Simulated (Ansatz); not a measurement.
Input for Ansatz (a quantum-chemistry and plane-wave program): U-wB97X-V/cc-pV(T+d)Z on C2H6Si (SMILES C[Si]C), a point of a bond scan (R = 1.100 Å). Files ending in .json are basis or fitting sets from the Basis Set Exchange.

Ansatz 0.2 input:
```yaml
crystal:
  periodic: [false, false, false]
  atoms:
    - {symbol: Si, position_ang: [0.21503000, -0.10027787, 0.71649002]}
    - {symbol: C, position_ang: [0.53187861, 1.33369970, -0.49695968]}
    - {symbol: H, position_ang: [-0.40129748, 1.91548013, -0.53284434]}
    - {symbol: H, position_ang: [0.73055639, 1.00415396, -1.52134449]}
    - {symbol: H, position_ang: [1.32261251, 2.01106368, -0.17291591]}
    - {symbol: C, position_ang: [-0.81531610, -1.20152043, -0.44746731]}
    - {symbol: H, position_ang: [-0.09708380, -1.68306319, -1.12778542]}
    - {symbol: H, position_ang: [-1.51089903, -0.64024612, -1.07879372]}
    - {symbol: H, position_ang: [-1.35368361, -1.99657387, 0.06938554]}
basis:
  gaussian:
    orbitals: cc-pV_T+d_Z.json
hamiltonian:
  xc: {name: wB97X-V}
magnetization: {spin_polarized: true, initial_magnetization: 0}
```

Program output:

```
WARN ansatz: RAYON_NUM_THREADS=1 ignored (pool sized by the plan → 1); use --threads N
Functional definition: wB97X-V
integrals: 0.11 GiB planned
1005 factors; their error is unknown
integrals: 0.15 GiB planned
256 factors; integrals over basis functions are off by at most 1.2e-5 eV
mean field: 1.27 GiB planned
mean field evaluation 1: about -10042.2822 eV, gradient 3.4e1 eV
mean field evaluation 2: about -10044.5703 eV, gradient 2.5e1 eV
mean field evaluation 4: about -10047.3602 eV, gradient 3.7e-1 eV
mean field evaluation 8: about -10047.3976 eV, gradient 5.4e-3 eV
mean field evaluation 16: about -10047.3976 eV, gradient 6.2e-5 eV
mean field -10047.39755077 eV, -369.2350496201 hartree, gradient 2.1e-5 eV, S^2 0.000000; 1 other end points of the search recorded, 0 dependent functions left out
reference -10047.39754898 eV, -369.2350495544 hartree; 16, 16 occupied and 167, 167 virtual orbitals, 1005 factors
Total energy: -10047.39754898 eV, -369.2350495544 hartree
```

The run converged.

Cost: very roughly 26 core-seconds.
